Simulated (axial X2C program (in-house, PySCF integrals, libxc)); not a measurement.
# Which molecule gave these maps?

PBE0 fields computed with an in-house all-electron X2C program for linear molecules (integrals from PySCF), two-component, near the equilibrium distance, one atom at z = 0.

The maps cover the half plane through the axis: z from -2.4 to 3.6 Å along the bond, ρ from 0.15 to 2.25 Å away from it.

log10 of the density in e/bohr³:

```
 ρ\z  -2.4  -1.8  -1.2  -0.6   0.0   0.6   1.2   1.8   2.4   3.0   3.6
0.15  -4.5  -3.3  -2.0  -0.3   1.4  -0.3  -0.5  -0.3  -1.1  -2.2  -3.3
0.45  -4.5  -3.4  -2.2  -0.8   0.3  -0.7  -0.7  -0.8  -1.3  -2.3  -3.4
0.75  -4.6  -3.6  -2.5  -1.4  -0.7  -1.1  -1.1  -1.2  -1.7  -2.6  -3.6
1.05  -4.8  -3.8  -2.8  -1.9  -1.5  -1.6  -1.6  -1.7  -2.1  -2.9  -3.8
1.35  -5.0  -4.1  -3.2  -2.4  -2.0  -2.0  -2.1  -2.2  -2.6  -3.3  -4.1
1.65  -5.2  -4.3  -3.5  -2.9  -2.5  -2.5  -2.6  -2.8  -3.1  -3.7  -4.5
1.95  -5.5  -4.6  -3.9  -3.3  -3.0  -3.0  -3.1  -3.3  -3.6  -4.2  -4.9
2.25  -5.8  -5.0  -4.3  -3.8  -3.5  -3.5  -3.6  -3.8  -4.2  -4.6  -5.3
```

Electron localisation function (collinear form, no current term, damped to 0 at low density):

```
 ρ\z  -2.4  -1.8  -1.2  -0.6   0.0   0.6   1.2   1.8   2.4   3.0   3.6
0.15  0.00  0.00  0.04  0.58  0.50  0.42  0.35  0.11  0.98  0.96  0.24
0.45  0.00  0.00  0.03  0.25  0.78  0.26  0.81  0.65  0.97  0.93  0.16
0.75  0.00  0.00  0.01  0.10  0.37  0.25  0.81  0.81  0.92  0.83  0.06
1.05  0.00  0.00  0.01  0.06  0.19  0.29  0.67  0.65  0.76  0.51  0.01
1.35  0.00  0.00  0.01  0.05  0.15  0.25  0.42  0.35  0.38  0.14  0.00
1.65  0.00  0.00  0.01  0.04  0.11  0.16  0.18  0.12  0.09  0.02  0.00
1.95  0.00  0.00  0.00  0.02  0.06  0.07  0.05  0.03  0.01  0.00  0.00
2.25  0.00  0.00  0.00  0.01  0.02  0.02  0.01  0.00  0.00  0.00  0.00
```

Axial spin density in 10⁻³ e/bohr³:

```
 ρ\z  -2.4  -1.8  -1.2   -0.6   0.0    0.6   1.2    1.8   2.4  3.0  3.6
0.15   0.0  -0.1  -1.6  -14.6  -9.8  -12.2  80.8  140.2  39.4  3.5  0.3
0.45   0.0  -0.1  -1.2  -19.9  -2.7   -3.7  41.1   62.1  23.0  2.5  0.2
0.75   0.0   0.0  -0.4   -3.1  12.8   10.1  17.7   19.0   9.2  1.4  0.2
1.05   0.0   0.0   0.1    1.3   7.6    7.5   6.7    5.3   2.9  0.6  0.1
1.35   0.0   0.0   0.2    1.1   3.4    3.4   2.4    1.5   0.9  0.2  0.0
1.65   0.0   0.0   0.1    0.6   1.3    1.3   0.8    0.4   0.2  0.1  0.0
1.95   0.0   0.0   0.1    0.2   0.5    0.5   0.3    0.1   0.1  0.0  0.0
2.25   0.0   0.0   0.0    0.1   0.2    0.1   0.1    0.0   0.0  0.0  0.0
```

Which molecule is it?
A. GaS⁺
B. NiC⁺
C. NaTi⁺
D. YS⁺

B. NiC⁺, with Ni at z = 0 and C at z = 1.566 Å, state Ω = 1/2 (⟨Sz⟩ = 0.50, ⟨Lz⟩ = 0.00 at PBE0), basis Ni dyall-cv3z [9s9p6d3f2g], C dyall-v3z [7s6p2d1f] (cores contracted in-house). Occupations by symmetry block were frozen at the best pattern of an incomplete PBE0 search. Density functionals use the spin component along the axis (collinear). The determinant is spin-polarised beyond a pure state at some levels (its spin-free form has ⟨S²⟩ too high), which makes Re and μ there less reliable.
